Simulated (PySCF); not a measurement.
**Excitation energy of Kr by level of theory**

Kr [Kr] (1S) → Kr [Ar] 3d10 4s1 4p6 5s1 (3S), as a difference of total energies. All numbers are calculated (PySCF 2.14, scalar relativity through the core potential, in aug-cc-pVQZ-PP with ECP10MDF (7s6p5d3f2g, 89 functions)). Correlated levels: valence: 3s2 3p6 3d10 frozen. The calculations carry no spin-orbit coupling.

```tsv
method	excitation energy (cm⁻¹)
UHF	220880
PBE	196870
PBE0	204710
r2SCAN	204960
TPSSh	203210
B97-3	205890
revPBE	196840
MP2 (valence)	208010
SCS-MP2 (valence)	206190
```

**Question.** Estimate what LDA gives.

**Answer.** 197930 cm⁻¹, closest to PBE among the rows shown.

**Question.** Estimate what CAM-B3LYP gives.

**Answer.** 206040 cm⁻¹, closest to SCS-MP2 (valence) among the rows shown.

The upper state lies above the first ionisation limit, where it may autoionise and the basis confines it. A Rydberg-like electron needs more diffuse functions than a valence basis has.

The promoted electron is Rydberg-like, and one or two diffuse shells describe it only roughly, which tends to raise the upper state.
